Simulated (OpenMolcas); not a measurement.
An OpenMolcas run meant for K (ANO-R1, X2C; inactive shells 1s 2s 2p 3s 3p; intended active space 1 electron in 4 orbitals (4s 4p)). One step of its input:

```
&CASPT2
Multistate=1 1
Frozen=22 23
IPEA=0.25
Imaginary=0.1
MaxIter=60
WThr=0.0 0.3 0.05
PrWF=0.5
NoMix
```

Lines from the output:

```
|       MOLCAS_SOURCE = <dir>
  |    MOLCAS_STRUCTURE = 0
  |
   -----------------------------------------------------------------------------------------
++ ---------   Input file   ---------
>>> COPY JOB001 $Project.JobIph
&CASPT2
Multistate=1 1
Frozen=22 23
IPEA=0.25
Imaginary=0.1
MaxIter=60
WThr=0.0 0.3 0.05
PrWF=0.5
NoMix
-- ----------------------------------
>>> COPY JOB001 a.JobIph
*** symbolic link created: INPORB -> a.RasOrb
--- Start Module: caspt2 at  ---
()()()()()()()()()()()()()()()()()()()()()()()()()()()()()()()()()()()()()()()()()()()()()()()()()()
                                              &CASPT2
                                   only a single process is used
                       available to each process: 2.3 GB of memory, 1 thread
()()()()()()()()()()()()()()()()()()()()()()()()()()()()()()()()()()()()()()()()()()()()()()()()()()
 ###    WARNING: User changed nr of frozen orbitals.                         ###
 ###    ERROR: Too many frozen orbitals!                                     ###
--- Stop Module: caspt2 at  /rc=_RC_INPUT_ERROR_ ---
.####################.
.# User input error #.
.####################.
```

What is wrong with the input?

More orbitals are frozen than there are inactive ones.
